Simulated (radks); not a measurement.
Valence configurations of Cr (all share [Ar]). All-electron calculation, non-relativistic Kohn-Sham, PBEsol, spin-polarised, spherical densities, point nucleus; open shells are filled with parallel spins first. Program: a radial shooting solver on a logarithmic mesh with Libxc functionals. Energies are relative to 3d5 4s1; eigenvalues in eV for spin up.

valence          E (eV)  moment (Bohr magnetons)    e(3d)   e(4p)   e(4s)
3d5 4s1           0.000                        6   -3.830       -  -4.388
3d5 4s0.5 4p0.5   1.624                        6   -4.526  -1.570  -4.853
3d4 4s2           2.235                        4   -7.367       -  -5.206
3d4 4s1 4p1       4.283                        6   -8.570  -2.470  -6.318
3d3 4s2 4p1      10.200                        4  -13.246  -2.963  -7.259
3d2 4s2 4p2      23.050                        4  -19.719  -4.200  -9.153
3d4.5 4s1 4p0.5   1.710                        6   -6.073  -1.836  -5.364
3d5 4p1           3.279                        6   -5.171  -1.928       -
3d2 4s1.5 4p2.5  24.506                        5  -20.161  -4.540  -9.584
3d4.5 4s1.5       0.956                        5   -5.480       -  -4.830

NIST lists [Ar] 3d5 4s1 as the ground configuration; this level of theory agrees among the configurations tried. The energies are those of spherical high-spin densities, not of single terms.
